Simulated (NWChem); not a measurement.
TiIF$_{3}$; SMILES [F][Ti]([F])([F])[I]

```xyz
5

Ti     0.0000     0.0000     1.1380
F     -1.5635     0.4156     1.7222
F      1.1417     1.1462     1.7222
F      0.4218    -1.5618     1.7222
I      0.0000     0.0000    -1.4203
```
Atoms are numbered in this order, from 1.

Structure relaxed at the PBE0/def2-SVP level. No frequency run checked for a minimum. def2 effective core potentials on I; no spin-orbit coupling.

**Question.** List the 4 lowest vertical singlet excitations from B3LYP/def2-SVPD with def2 effective core potentials on I, TDA (NWChem).

**Answer.** 
| state | energy (eV) | oscillator strength | leading excitation (squared amplitude) |
|---|---|---|---|
| S1 | 3.32 | 0.000 | HOMO → LUMO (0.29) |
| S2 | 3.42 | 0.000 | HOMO−1 → LUMO+1 (0.27) |
| S3 | 3.42 | 0.000 | HOMO−1 → LUMO (0.27) |
| S4 | 3.90 | 0.001 | HOMO → LUMO+2 (0.59) |
